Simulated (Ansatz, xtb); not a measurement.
# Relative energy of two isomers of FH3InOSi

Structure I: `O[SiH2][In][F]`, a doublet. Structure II: `F[SiH2][O][InH]`, a doublet. Both are isolated molecules in the gas phase, relaxed with PBE0-D3(BJ)/def2-SVP; the shapes shown needn't be the lowest conformers.

I (Å):

```xyz
7

F     0.4564   -4.1819    0.9431
In    1.5826   -3.1437   -0.4459
O    -0.9036   -2.0728    1.4524
Si   -0.6004   -1.3912   -0.0129
H    -0.5426   -2.9986    1.4762
H    -1.5973   -1.6809   -1.0926
H    -0.3642    0.0754    0.0967
```

II (Å):

```xyz
7

F     0.6828   -0.8334   -0.3804
In    0.5178   -0.6139    3.2927
O     0.4184    0.7239    1.7619
Si    0.4807    0.7026    0.1357
H     1.6467    1.4744   -0.3782
H     0.3625    0.2079    4.8710
H    -0.7938    1.1831   -0.4679
```

Task: Estimate E(II) − E(I) at the level CCSD(T)/def2-SVP + ΔMP2/def2-TZVPP.

Result: Calculated at CCSD(T)/def2-SVP + ΔMP2/def2-TZVPP: E(II) − E(I) = −85.8 kJ/mol, so structure II lies lower.

Level by level:

| level | geometry | E(II) − E(I) (kJ/mol) | departure from the last row (kJ/mol) | job, with rough time for the two |
| --- | --- | --- | --- | --- |
| PBE0-D3(BJ)/def2-SVP | PBE0-D3(BJ)/def2-SVP | −57.2 | +28.6 | optimisation, 1.9 min |
| HF/def2-SVP | PBE0-D3(BJ)/def2-SVP | −119.0 | −33.2 | part of the CCSD(T) run |
| MP2/def2-SVP | PBE0-D3(BJ)/def2-SVP | −106.3 | −20.5 | part of the CCSD(T) run |
| CCSD(T)/def2-SVP | PBE0-D3(BJ)/def2-SVP | −91.6 | −5.8 | single point |
| CCSD(T)/def2-SVP + ΔMP2/def2-TZVPP | PBE0-D3(BJ)/def2-SVP | −85.8 |  | single point, 31 s |

As drawn, II has 1 F–Si, 1 In–O, 1 In–H in place of 1 In–Si, 1 F–In, 1 O–H.

None of the levels shown reverses the order. The largest departure from CCSD(T)/def2-SVP + ΔMP2/def2-TZVPP is that of HF/def2-SVP, 33.2 kJ/mol. Levels run at GFN2-xTB geometries aren't shown. The last row adds to CCSD(T) the change of the MP2 difference between the two basis sets, here +5.8 kJ/mol.

With harmonic frequencies from PBE0-D3(BJ)/def2-SVP (ideal gas, rigid rotor, one conformer each, 298.15 K, 1 atm): on the last row, ΔE + ΔZPE = −96.6 kJ/mol. A mode under 50 cm⁻¹ makes harmonic enthalpies and free energies unreliable, so none is given.

Open shells are spin-unrestricted. The correlated steps freeze 11 core orbitals; the filled d shell of In is correlated, in a basis made for valence electrons. Atoms past krypton carry core potentials in the def2 sets and no spin–orbit term is included. Codes used: Ansatz 0.2.0; the last row on 2 threads of Intel(R) Xeon(R) 6975P-C (Granite Rapids) on a shared host.
